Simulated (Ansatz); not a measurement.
C$_{5}$H$_{5}$Cu, SMILES `[C@H]12[C@@H]3[C@@H]4[C@@H]5[C@H]1[Cu]2345`. Charge 0, multiplicity 1. For Cu the d shell is correlated and the shells below it are frozen. Scalar relativity is left out up to krypton.

| atom | x (Å) | y (Å) | z (Å) |
| --- | --- | --- | --- |
| C1 | -0.144 | 0.835 | -0.876 |
| C2 | 0.125 | 1.107 | 0.494 |
| C3 | 0.419 | -0.127 | 1.138 |
| C4 | 0.330 | -1.162 | 0.166 |
| C5 | -0.018 | -0.567 | -1.079 |
| Cu6 | -1.623 | -0.198 | 0.359 |
| H7 | -0.360 | 1.570 | -1.638 |
| H8 | 0.150 | 2.084 | 0.954 |
| H9 | 0.705 | -0.251 | 2.172 |
| H10 | 0.537 | -2.209 | 0.333 |
| H11 | -0.121 | -1.083 | -2.022 |

(1) Give the diagnostics of a CCSD(T)/def2-TZVPP run (frozen core, Ansatz). (Best estimate.)

Results:

(1) Computed: T1 = 0.0164, largest single amplitude 0.024, largest double 0.034, (T) share of the correlation energy 4.9 %, 15 CCSD cycles. The RHF solution is stable towards an unrestricted one. T1 lies under the customary mark of 0.02 for closed shells.
